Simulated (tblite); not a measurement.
Species: C5H7FSi.
Geometry (GFN2-xTB, Å), atoms numbered from 1 in this order:
```xyz
14
C5H7FSi angstrom
C      2.8890    0.2317   -0.1798
C      1.7168    0.1679   -0.4163
C      0.2945    0.0816   -0.6362
C     -0.5274    1.1664    0.1094
Si    -1.7932   -0.1314    0.7194
C     -0.3624   -1.1862   -0.0380
F     -0.6980   -2.1158   -1.0061
H      3.9203    0.2900    0.0020
H      0.0897    0.1075   -1.7098
H      0.0601    1.6212    0.9060
H     -0.8694    1.9679   -0.5410
H     -3.0292   -0.2186   -0.0505
H     -1.9892   -0.2730    2.1590
H      0.2979   -1.7096    0.6598
```

Computed values, GFN2-xTB/tblite, gas phase, harmonic and unscaled. Errors from tens to a few hundred cm⁻¹ against measured bands are possible. Modes of hydrogen on silicon can be 10 to 20 % off. One conformer, not necessarily the lowest.

Harmonic wavenumbers (cm⁻¹): 51.2, 131.2, 181.2, 249.9, 341.5, 406.2, 435.0, 440.9, 488.7, 513.9, 616.7, 650.4, 657.4, 700.2, 740.4, 747.3, 768.8, 904.7, 1026.5, 1035.2, 1062.3, 1091.1, 1132.0, 1180.8, 1208.3, 1268.0, 1305.5, 1465.0, 2284.7, 2296.4, 2310.1, 2930.6, 2953.9, 3000.7, 3017.4, 3397.1.

A = 3335, B = 1651, C = 1226 MHz; mass 114.030 u (most abundant isotopes); point group C1, symmetry number 1.

**Question.** What is the zero-point energy?

**Answer.** Half the sum of the wavenumbers: 21496 cm⁻¹ = 61.46 kcal/mol.

**Question.** What is S at 273.15 K and 1 bar for an ideal gas of classical rigid rotors and harmonic oscillators?

**Answer.** Translation 39.70, rotation 27.99, vibration 17.67: S = 85.4 cal/(mol K).

**Question.** And Cp and H(273.15 K) − H(0)?

**Answer.** Cp = 30.34 cal/(mol K), of which vibrations give 22.39 (their classical limit is 36 R = 71.5); H(273.15 K) − H(0) = 4.92 kcal/mol without the zero-point energy, 2.75 from vibrations.

**Question.** Blend soft modes into free rotors: weight 1/[1 + (100 cm⁻¹/ν̃)⁴] for the oscillator and the rest for a rotor with moment μB/(μ + B), μ = h/(8π²ν), B = 10⁻⁴⁴ kg m². What vibrational entropy results?

**Answer.** 16.54 cal/(mol K) in place of 17.67, which changes −T·S at 273.15 K by +0.31 kcal/mol.

**Question.** How do the functions run with temperature in this model?

**Answer.** 
| T (K) | S (cal/(mol K)) | Cp (cal/(mol K)) | H − H(0) (kcal/mol) | G − H(0) (kcal/mol) | ln q(vib) |
| --- | --- | --- | --- | --- | --- |
| 100 | 64.4 | 14.3 | 1.08 | -5.36 | 0.94 |
| 200 | 77.0 | 23.5 | 2.95 | -12.45 | 2.51 |
| 300 | 88.3 | 32.7 | 5.77 | -20.73 | 4.32 |
| 500 | 108.5 | 46.2 | 13.77 | -40.46 | 8.24 |
| 800 | 133.0 | 57.8 | 29.54 | -76.82 | 13.96 |
| 1000 | 146.4 | 62.6 | 41.61 | -104.79 | 17.48 |

q(vib) and H(0) count from the zero-point level.

**Question.** What must be added to the electronic energy to get the Gibbs energy at 273.15 K and 1 bar?

**Answer.** ZPE + [H(273.15 K) − H(0)] − T·S = 61.46 + 4.92 − 23.32 = 43.06 kcal/mol.

**Question.** Which modes carry the vibrational entropy at 273.15 K?

**Answer.** 51.2 cm⁻¹: 4.60; 131.2 cm⁻¹: 2.76; 181.2 cm⁻¹: 2.15; 249.9 cm⁻¹: 1.58; 341.5 cm⁻¹: 1.07; 406.2 cm⁻¹: 0.82 cal/(mol K); the other 30 give 4.70 together.

Hindered rotation and anharmonicity are outside this model. Other conformers, if any are populated, would add a mixing term that is left out. The structure is chiral; the term R ln 2 for an equal mix with its mirror image is left out.

On an Arm Neoverse N1 with one thread, no GPU, shared host with 64 logical CPUs at a one-minute load of 58, this took 0.67 s of wall time. The figure is for the frequency step alone.
